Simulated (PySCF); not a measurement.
A GIAO shielding run with PySCF (density fitting, non-relativistic, gas phase) on SMILES CSC[Si@@H]1CCC[SiH2]1, C$_{5}$H$_{14}$SSi$_{2}$:

```
$ OMP_NUM_THREADS=1 python probes_run.py task.json out

{"job": {"kind": "nmr", "xc": "PBE0", "basis": "pcSseg-1"}, "charge": 0, "multiplicity": 1}
C      4.173974     0.326204    -0.196477
S      2.688299     1.072651     0.541124
C      1.524176    -0.301348     0.301107
Si    -0.187693     0.221099     0.974343
C     -1.421042    -1.231895     0.742885
C     -2.202109    -1.025188    -0.556124
C     -2.790731     0.384058    -0.639436
Si    -1.392714     1.668468    -0.376869
H      3.965839     0.049617    -1.226839
H      4.956036     1.077260    -0.161569
H      4.467435    -0.545988     0.382116
H      1.924583    -1.169533     0.823274
H      1.491032    -0.519224    -0.765738
H      0.005065     0.481328     2.409567
H     -0.947628    -2.213821     0.732944
H     -2.122667    -1.230467     1.577553
H     -1.534737    -1.185910    -1.407796
H     -3.002488    -1.767988    -0.630108
H     -3.544549     0.498815     0.142130
H     -3.308688     0.508265    -1.590219
H     -1.943766     2.897795     0.200779
H     -0.808037     2.025188    -1.678280
```

Hardware: 1 thread of an Arm Neoverse V1, shared host. The job also computes population analyses, field gradients, ring-centre shieldings.

Problem. How large is the calculation?

Solution. 88 electrons, 227 basis functions and 1246 auxiliary functions.

Problem. How long does it take, and how much memory does it need?

Solution. 47 s of wall time, with 13 SCF cycles and 5 response iterations; peak memory 1.1 GiB. Times on a shared host scatter by some tens of per cent.
